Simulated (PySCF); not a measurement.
C8H9BrO.
Numbering: `[CH3:1][O:2][CH2:3][c:4]1[cH:5][cH:6][c:7]([Br:8])[cH:9][cH:10]1` (hydrogens: H11, H12, H13 on C1; H14, H15 on C3; H16 on C5; H17 on C6; H18 on C9; H19 on C10)

Method: PBE0-D3(BJ)/def2-SVP geometry optimisation, gas phase in PySCF; density fitting, grid level 1; the optimiser is geomeTRIC in internal coordinates, started from a GFN2-xTB structure.

Geometry at step 0:
```
atom  x, y, z in Å
C1     -2.4068    1.2479    0.2110
O2     -2.3097    0.2185   -0.7420
C3     -1.5491   -0.8826   -0.3000
C4     -0.0782   -0.5724   -0.1548
C5      0.6336   -0.9658    0.9702
C6      1.9805   -0.6725    1.0913
C7      2.6101    0.0290    0.0785
Br8     4.4645    0.4422    0.2412
C9      1.9191    0.4373   -1.0499
C10     0.5762    0.1302   -1.1607
H11    -3.0254    2.0236   -0.2350
H12    -1.4232    1.6634    0.4602
H13    -2.8805    0.8885    1.1334
H14    -1.9466   -1.2647    0.6530
H15    -1.6878   -1.6505   -1.0685
H16     0.1362   -1.5090    1.7604
H17     2.5333   -0.9805    1.9652
H18     2.4255    0.9848   -1.8300
H19     0.0184    0.4421   -2.0310
```

Problem. What forces act on the atoms?

Solution. 
```csv
atom,Fx (eV/Å),Fy (eV/Å),Fz (eV/Å)
C1,0.102,-0.539,-0.485
O2,0.185,-0.114,0.211
C3,-0.108,0.583,-0.223
C4,-0.542,-0.114,0.034
C5,-0.015,0.053,-0.170
C6,0.121,-0.011,0.039
C7,0.777,0.145,0.115
Br8,-0.311,-0.064,-0.029
C9,0.020,0.019,-0.053
C10,-0.010,-0.057,0.095
H11,-0.202,0.324,-0.055
H12,0.242,0.171,0.108
H13,-0.147,-0.050,0.296
H14,-0.049,-0.166,0.177
H15,-0.048,-0.232,-0.085
H16,-0.238,-0.225,0.361
H17,0.250,-0.120,0.362
H18,0.224,0.225,-0.320
H19,-0.252,0.171,-0.379
```

The largest, 0.80 eV/Å, acts on C7; the rms over all components is 0.248 eV/Å. The forces sum to zero within rounding, as they must for an isolated molecule in no field.

Problem. Give the force on C7 in Eh/bohr and in nN.

Solution. 0.799 eV/Å ÷ 51.422 = 0.01553 Eh/bohr, and 0.799 eV/Å × 1.602 = 1.28 nN.

Problem. How far is this geometry from the end of the optimisation?

Solution. 0.050 eV above it, and 0.168 Å rms away after alignment. The bonds farthest from their final lengths, with half the difference of the two atoms' forces along the bond (positive lengthens):

```
   bond  now (Å)  final (Å)  force along bond (eV/Å)
 C7–Br8    1.907      1.888                    -0.56
 C5–H16    1.080      1.094                    +0.32
  O2–C3    1.409      1.396                    -0.42
C10–H19    1.080      1.093                    +0.29
 C6–H17    1.079      1.091                    +0.18
 C9–H18    1.079      1.091                    +0.20
```

The angle farthest from its final value is H14–C3–H15, 108.6° against 106.9°.

Of the 6 listed bonds off by 0.010 Å or more, this force points towards the final length in 6.

What follows is the cost of the whole optimisation. Cost: about 9 min of CPU time on one thread; the machine was shared, so the figure is rough.
